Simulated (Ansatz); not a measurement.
`C[SiH2]CS` at its PBE0-D4/def2-TZVP geometry, where that method's forces vanish. The species carries charge 0 and has multiplicity 1.

```xyz
12

C    -1.6896   -0.1967   -0.1614
Si   -0.0990   -0.2222    0.8126
C     1.2466    0.7664   -0.0541
S     1.6629    0.0620   -1.6732
H    -1.5219   -0.5688   -1.1742
H    -2.4481   -0.8211    0.3158
H    -2.0841    0.8200   -0.2320
H     0.4019   -1.6182    0.9644
H    -0.3131    0.3415    2.1773
H     0.8793    1.7745   -0.2654
H     2.1437    0.8720    0.5595
H     1.8213   -1.2095   -1.2692
```

Q: What forces (eV/Å) does PBE-D4/def2-TZVPP give on these atoms in Ansatz? (Best estimate.)

A: Ansatz gave: 
```
C1   0.017 -0.006  0.022
Si2 -0.009 -0.010  0.041
C3  -0.019 -0.027  0.093
S4   0.039  0.144 -0.380
H5   0.029 -0.069 -0.193
H6  -0.149 -0.115  0.082
H7  -0.080  0.189 -0.016
H8   0.057 -0.140  0.017
H9  -0.024  0.053  0.148
H10 -0.067  0.198 -0.038
H11  0.177  0.038  0.135
H12  0.028 -0.255  0.090
```
